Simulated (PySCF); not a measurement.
**How methods differ on the excitation energy of Ni⁺**

Ni⁺ [Ar] 3d9 (2D) → Ni⁺ [Ar] 3d8 4p1 (high-spin determinant), as a difference of total energies. All numbers are calculated (PySCF 2.14, scalar relativity by spin-free X2C-1e, in x2c-TZVPPall with one added diffuse shell each of s, p, d, f type (7s6p5d3f1g, 80 functions)). Correlated levels: valence: [Ar] frozen; valence and next inner shell: [Ne] frozen. The calculations carry no spin-orbit coupling.

```json
{"method": "UHF", "excitation energy (eV)": "4.108"}
{"method": "LDA", "excitation energy (eV)": "7.229"}
{"method": "PBE", "excitation energy (eV)": "6.669"}
{"method": "PBE0", "excitation energy (eV)": "6.223"}
{"method": "wB97X-V", "excitation energy (eV)": "6.676"}
{"method": "TPSS", "excitation energy (eV)": "6.405"}
{"method": "PW91", "excitation energy (eV)": "6.692"}
{"method": "MP2 (valence)", "excitation energy (eV)": "6.888"}
{"method": "SCS-MP2 (valence)", "excitation energy (eV)": "6.708"}
{"method": "MP2 (valence and next inner shell)", "excitation energy (eV)": "7.553"}
{"method": "SCS-MP2 (valence and next inner shell)", "excitation energy (eV)": "7.190"}
```

**Question.** How much does correlation contribute at MP2 (valence and next inner shell)?

**Answer.** 7.553 − (4.108) = 3.445 eV, measured against UHF.

A first-order spin-orbit estimate (lowest level to lowest level, LS coupling) adds -0.025 eV.

The determinant of the upper state mixes LS terms, which raises its energy above the lowest term, most at the Hartree-Fock and MP2 levels.
